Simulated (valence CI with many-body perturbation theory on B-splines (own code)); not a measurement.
**Dy LX: calculated level list**

Computed by valence CI with perturbative core correlation (CI+MBPT): five valence electrons over a frozen Dirac-Fock core [He], a basis of 11 s, 11 p, 10 d, 8 f, 5 g, 2 h functions for each j, with the one-electron correlation potential Σ1 (screened to all orders), the two-electron term Σ2, the three-electron term Σ3, Breit, model QED; selected single and double excitations, second order for the rest, scaled by the run's own slope (own B-spline code, finite nucleus).

No measured spectrum was set against this ion. As an estimate, large intervals hold to a few tenths of a per cent, small ones and those within an open d or f shell to about a per cent. Among the levels kept, up to 7300 cm⁻¹ of a level comes from second order outside the variational space, and about a tenth of that is noise between levels of different J, which matters for small intervals.

Levels 136 to 180 of 201, with energies above the lowest level, (2s^2 2p1/2^2 2p3/2) J=3/2. "Leading %" is the weight of the configuration and term that name the level; weights of strongly mixed levels are sums over their largest components and can fall short. In the jj column 3d3/2^4 stands for four electrons in 3d with j = 3/2. Lifetimes count E1, E2, E3, M1 and M2 decay at the calculated energies, and are blank where another channel may lead or the interval is too uncertain; long ones can be off by a factor of two.

| No. | Configuration | Term | J | E (eV) | Leading % | Leading jj | Second component | Lifetime |
| --- | --- | --- | --- | --- | --- | --- | --- | --- |
| 136 | 2s 2p3 3d | 6D° | 1/2 | 9285.5 | 47 | 2s 2p1/2 2p3/2^2 3d3/2 (99 %) | 18 % 2s 2p3 3d 4D° | 5.44 fs |
| 137 | 2s 2p3 3d | 6D° | 5/2 | 9287.9 | 37 | 2s 2p1/2 2p3/2^2 3d3/2 (96 %) | 29 % 2s 2p3 3d 4F° | 4.31 fs |
| 138 | 2s 2p3 3p | 4P | 3/2 | 9296.8 | 28 | 2s 2p1/2 2p3/2^2 3p3/2 (94 %) | 23 % 2s 2p3 3p 4D | 7.81 fs |
| 139 | 2s 2p3 3d | 4G° | 7/2 | 9297.2 | 35 | 2s 2p1/2 2p3/2^2 3d3/2 (96 %) | 24 % 2s 2p3 3d 6D° | 2.80 fs |
| 140 | 2p4 3s | 2S | 1/2 | 9301.9 | 35 | 2p1/2^2 2p3/2^2 3s (55 %) | 15 % 2s 2p3 3p 2P | 4.95 fs |
| 141 | 2s 2p3 3p | 2P | 1/2 | 9310.7 | 71 | 2s 2p1/2 2p3/2^2 3p3/2 (99 %) | 16 % 2s 2p3 3p 4D | 86.2 fs |
| 142 | 2s 2p3 3p | 4P | 5/2 | 9315.3 | 45 | 2s 2p1/2 2p3/2^2 3p3/2 (88 %) | 16 % 2s 2p3 3p 4F | 5.04 fs |
| 143 | 2s 2p3 3p | 4P | 3/2 | 9316.7 | 34 | 2s 2p1/2 2p3/2^2 3p3/2 (98 %) | 21 % 2s 2p3 3p 2P | 8.42 fs |
| 144 | 2s 2p3 3p | 2F | 7/2 | 9318.1 | 79 | 2s 2p1/2 2p3/2^2 3p3/2 (99 %) | 14 % 2s 2p3 3p 4F | 4.89 fs |
| 145 | 2s 2p3 3p | 2D | 5/2 | 9324.4 | 47 | 2s 2p1/2 2p3/2^2 3p3/2 (98 %) | 20 % 2s 2p3 3p 4D | 25.9 fs |
| 146 | 2s 2p3 3d | 4G° | 9/2 | 9328.4 | 54 | 2s 2p1/2 2p3/2^2 3d3/2 (93 %) | 32 % 2s 2p3 3d 2G° | 314 fs |
| 147 | 2s 2p3 3p | 2D | 3/2 | 9330.9 | 34 | 2s 2p1/2 2p3/2^2 3p3/2 (99 %) | 22 % 2s 2p3 3p 2P | 5.79 fs |
| 148 | 2s 2p3 3d | 4P° | 3/2 | 9333.1 | 24 | 2s 2p1/2 2p3/2^2 3d3/2 (56 %) | 15 % 2s 2p3 3d 4S° | 715 as |
| 149 | 2s 2p3 3d | 4D° | 5/2 | 9333.8 | 28 | 2s 2p1/2 2p3/2^2 3d3/2 (70 %) | 22 % 2s 2p3 3d 4P° | 846 as |
| 150 | 2s 2p3 3p | 2D | 5/2 | 9333.8 | 50 | 2s 2p1/2 2p3/2^2 3p3/2 (98 %) | 18 % 2s 2p3 3p 4D | 28.6 fs |
| 151 | 2s 2p3 3d | 4F° | 7/2 | 9337.7 | 40 | 2s 2p1/2 2p3/2^2 3d3/2 (95 %) | 35 % 2s 2p3 3d 4D° | 1.25 fs |
| 152 | 2s 2p3 3d | 6D° | 9/2 | 9341.7 | 47 | 2s 2p1/2 2p3/2^2 3d5/2 (95 %) | 18 % 2s 2p3 3d 2G° | 662 fs |
| 153 | 2s 2p3 3d | 4D° | 7/2 | 9346.4 | 45 | 2s 2p1/2 2p3/2^2 3d5/2 (97 %) | 24 % 2s 2p3 3d 6D° | 27.8 fs |
| 154 | 2s 2p3 3p | 2P | 1/2 | 9348.6 | 39 | 2s 2p1/2 2p3/2^2 3p3/2 (79 %) | 15 % 2s 2p3 3p 4P | 7.77 fs |
| 155 | 2p4 3p | 2D° | 5/2 | 9356.5 | 20 | 2p1/2^2 2p3/2^2 3p1/2 (66 %) | 17 % 2p4 3p 4D° | 2.82 fs |
| 156 | 2s 2p3 3p | 2D | 3/2 | 9357.0 | 47 | 2s 2p1/2 2p3/2^2 3p3/2 (97 %) | 24 % 2s 2p3 3p 2P | 8.73 fs |
| 157 | 2s 2p3 3p | 2P | 1/2 | 9357.2 | 30 | 2s 2p1/2 2p3/2^2 3p3/2 (75 %) | 15 % 2p4 3s 2S | 5.43 fs |
| 158 | 2p4 3p | 4P° | 3/2 | 9363.0 | 17 | 2p1/2^2 2p3/2^2 3p1/2 (54 %) | 16 % 2s 2p3 3d 4S° | 4.51 fs |
| 159 | 2s 2p3 3d | 4D° | 1/2 | 9365.5 | 67 | 2s 2p1/2 2p3/2^2 3d5/2 (86 %) | 14 % 2s 2p3 3d 4P° | 2.59 fs |
| 160 | 2s 2p3 3d | 4F° | 3/2 | 9373.8 | 37 | 2s 2p1/2 2p3/2^2 3d3/2 (56 %) | 16 % 2s 2p3 3d 4D° | 2.34 fs |
| 161 | 2s 2p3 3d | 4D° | 5/2 | 9379.6 | 53 | 2s 2p1/2 2p3/2^2 3d5/2 (87 %) | 10 % 2s 2p3 3d 2F° | 1.08 fs |
| 162 | 2s 2p3 3d | 4G° | 11/2 | 9383.4 | 100 | 2s 2p1/2 2p3/2^2 3d5/2 (100 %) |  | 1.17 ps |
| 163 | 2s 2p3 3d | 4F° | 9/2 | 9386.7 | 66 | 2s 2p1/2 2p3/2^2 3d5/2 (98 %) | 33 % 2s 2p3 3d 2G° | 364 fs |
| 164 | 2s 2p3 3d | 4F° | 3/2 | 9390.8 | 38 | 2s 2p1/2 2p3/2^2 3d5/2 (50 %) | 23 % 2s 2p3 3d 4D° | 1.24 fs |
| 165 | 2p4 3p | 2P° | 1/2 | 9396.1 | 34 | 2p1/2^2 2p3/2^2 3p1/2 (54 %) | 12 % 2s 2p3 3d 4D° | 919 as |
| 166 | 2s 2p3 3d | 2S° | 1/2 | 9400.2 | 46 | 2s 2p1/2 2p3/2^2 3d5/2 (54 %) | 29 % 2s 2p3 3d 4D° | 2.40 fs |
| 167 | 2s 2p3 3d | 2F° | 5/2 | 9400.6 | 33 | 2s 2p1/2 2p3/2^2 3d3/2 (91 %) | 18 % 2s 2p3 3d 4G° | 15.9 fs |
| 168 | 2s 2p3 3d | 4D° | 3/2 | 9401.3 | 34 | 2s 2p1/2 2p3/2^2 3d3/2 (90 %) | 23 % 2s 2p3 3d 4F° | 6.07 fs |
| 169 | 2s 2p3 3d | 2G° | 7/2 | 9402.8 | 62 | 2s 2p1/2 2p3/2^2 3d3/2 (74 %) | 12 % 2s 2p3 3d 4D° | 7.33 fs |
| 170 | 2s 2p3 3d | 2P° | 1/2 | 9408.9 | 32 | 2s 2p1/2 2p3/2^2 3d3/2 (53 %) | 26 % 2s 2p3 3d 4D° | 1.80 fs |
| 171 | 2s 2p3 3d | 2F° | 5/2 | 9411.9 | 25 | 2s 2p1/2 2p3/2^2 3d3/2 (77 %) | 25 % 2s 2p3 3d 2D° | 5.14 fs |
| 172 | 2s 2p3 3d | 2P° | 3/2 | 9414.9 | 29 | 2s 2p1/2 2p3/2^2 3d5/2 (69 %) | 22 % 2s 2p3 3d 2D° | 1.20 fs |
| 173 | 2s 2p3 3d | 2F° | 7/2 | 9419.8 | 58 | 2s 2p1/2 2p3/2^2 3d5/2 (71 %) | 20 % 2s 2p3 3d 2G° | 1.66 fs |
| 174 | 2s 2p3 3d | 2F° | 5/2 | 9427.5 | 43 | 2s 2p1/2 2p3/2^2 3d3/2 (74 %) | 12 % 2s 2p3 3d 4F° | 925 as |
| 175 | 2s 2p3 3d | 2D° | 5/2 | 9430.2 | 57 | 2s 2p1/2 2p3/2^2 3d5/2 (56 %) | 12 % 2s 2p3 3d 2F° | 1.08 fs |
| 176 | 2s 2p3 3d | 2P° | 3/2 | 9430.4 | 49 | 2s 2p1/2 2p3/2^2 3d3/2 (75 %) | 27 % 2s 2p3 3d 2D° | 1.03 fs |
| 177 | 2s 2p3 3d | 2D° | 3/2 | 9433.4 | 35 | 2s 2p1/2 2p3/2^2 3d3/2 (92 %) | 13 % 2s 2p3 3d 2P° | 811 as |
| 178 | 2s 2p3 3d | 2P° | 1/2 | 9438.6 | 53 | 2s 2p1/2 2p3/2^2 3d3/2 (72 %) | 15 % 2s 2p3 3d 2S° | 1.06 fs |
| 179 | 2s 2p3 3d | 2P° | 1/2 | 9443.9 | 40 | 2s 2p1/2 2p3/2^2 3d3/2 (86 %) | 26 % 2s 2p3 3d 4D° | 1.18 fs |
| 180 | 2s 2p3 3d | 4P° | 5/2 | 9451.2 | 32 | 2s 2p1/2 2p3/2^2 3d5/2 (95 %) | 26 % 2s 2p3 3d 4D° | 2.04 fs |
